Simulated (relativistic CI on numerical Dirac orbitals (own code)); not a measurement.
## Te VI: q coefficients and field-shift factors

Method of calculation: Dirac-Coulomb-Breit CI, separate exchange-only KLI orbitals for each configuration, valence Slater integrals scaled by 0.85, P86 correlation energy added to each configuration, derivatives by finite differences, QED left out (own radial code, finite nucleus).

CI space (outside the closed core [Kr]): 4d10 5s, 4d10 5p, 4d10 5d, 4d10 5f, 4d10 4f, 4d10 6s, 4d9 5s2, 4d10 6p. Levels of other configurations are missing.

With x = (α/α₀)² − 1 an excitation energy changes as ω = ω₀ + qx; K = 2q/ω₀ is the relative enhancement. Terms are leading LS components, so labels can repeat. The field-shift factor is F = δν/δ⟨r²⟩ for the transition from the lowest level.

Lowest level 4d10 5s 2S_1/2.

| Level | ω₀ (cm⁻¹) | q (cm⁻¹) | K | F (GHz/fm²) |
| --- | --- | --- | --- | --- |
| 4d10 5p 2P°_1/2 | 92745 | 7023 | 0.151 | -20.1 |
| 4d10 5p 2P°_3/2 | 103954 | 19400 | 0.373 | -20.4 |
| 4d10 5d 2D_3/2 | 233456 | 20850 | 0.179 | -20.2 |
| 4d10 5d 2D_5/2 | 234998 | 22380 | 0.191 | -20.2 |
| 4d10 4f 2F°_7/2 | 264149 | 23400 | 0.177 | -20.1 |
| 4d10 4f 2F°_5/2 | 264383 | 23680 | 0.179 | -20.1 |
| 4d10 6s 2S_1/2 | 271488 | 13970 | 0.103 | -13 |
| 4d9 5s2 2D_5/2 | 301524 | -38020 | -0.252 | 26.4 |
| 4d10 6p 2P°_1/2 | 307369 | 15900 | 0.103 | -19.9 |
| 4d10 6p 2P°_3/2 | 311619 | 20540 | 0.132 | -20 |
| 4d9 5s2 2D_3/2 | 313233 | -26580 | -0.17 | 26.6 |
| 4d10 5f 2F°_5/2 | 369330 | 22480 | 0.122 | -20 |
| 4d10 5f 2F°_7/2 | 369389 | 22510 | 0.122 | -20 |

At this charge configurations can still be misplaced by up to about 7 % of their energy. Levels and lines within the n = 5 or 6 shells can be off by up to 10 % or somewhat more, and those that change n by about 2 %, since core polarisation is missing.
